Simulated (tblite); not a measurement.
Run record: tight-binding relaxation, `CC[C@]1(Br)C[C@H]([SiH3])C1`.

Computed with GFN2-xTB geometry optimisation, gas phase (tblite 0.8.0). Start geometry: from a force field or distance geometry. A driver script takes a list of jobs; this job's settings line and coordinates (Å) are shown.

Command:
```bash
OMP_NUM_THREADS=1 python probes_run.py task.json out
```

Input:
```
{"job": {"kind": "relax", "xc": "GFN2-xTB", "basis": "xTB"}, "charge": 0, "multiplicity": 1}
C      2.701300     0.529500     0.877000
C      1.799000    -0.546100     0.272600
C      0.723700     0.014800    -0.628500
Br     1.464600     0.807100    -2.295300
C     -0.365400     0.913400     0.063200
C     -1.446000     0.184500    -0.781400
Si    -3.079200    -0.203200     0.118300
C     -0.440700    -0.985000    -0.919100
H      3.421300     0.082300     1.568500
H      2.100900     1.266700     1.440400
H      3.253000     1.064800     0.105800
H      2.417300    -1.276200    -0.263600
H      1.339800    -1.101400     1.122100
H     -0.279600     1.990900    -0.130000
H     -0.433800     0.773100     1.143200
H     -1.651300     0.686000    -1.720800
H     -3.923200    -1.099100    -0.703400
H     -2.801900    -0.888000     1.414400
H     -3.831000     1.047500     0.402500
H     -0.430200    -1.469600    -1.900800
H     -0.547700    -1.775000    -0.164800
```

Question: Give the output.

Answer: 
```
step      E/eV     max force
  0    -687.80062    1.891
  1    -687.92141    0.880
  2    -687.97453    0.525
  3    -687.99456    0.403
  4    -688.00274    0.271
  5    -688.00803    0.126
  6    -688.01066    0.114
  7    -688.01238    0.149
  8    -688.01416    0.169
  9    -688.01596    0.131
... (76 lines left out)
 86    -688.03182    0.017
 87    -688.03188    0.018
 88    -688.03195    0.018
 89    -688.03203    0.018
 90    -688.03209    0.018
 91    -688.03213    0.017
 92    -688.03216    0.013
 93    -688.03220    0.013
 94    -688.03223    0.011
 95    -688.03225    0.009
```

«max force» is the largest atomic force in eV/Å.

Question: From which step on does the largest force stay under 0.1 eV/Å, and how much energy is left to gain from there?

Answer: From step 10 (0.091 eV/Å), 14.8 meV above the end.

In short: energy lowered by 5.3 kcal/mol over 95 steps; largest atomic force 0.009 eV/Å at the end.

The run took 0.74 s on Arm Neoverse V2, one thread, shared host.
Labels such as C1 count atoms from 1, the log's own numbers from 0.
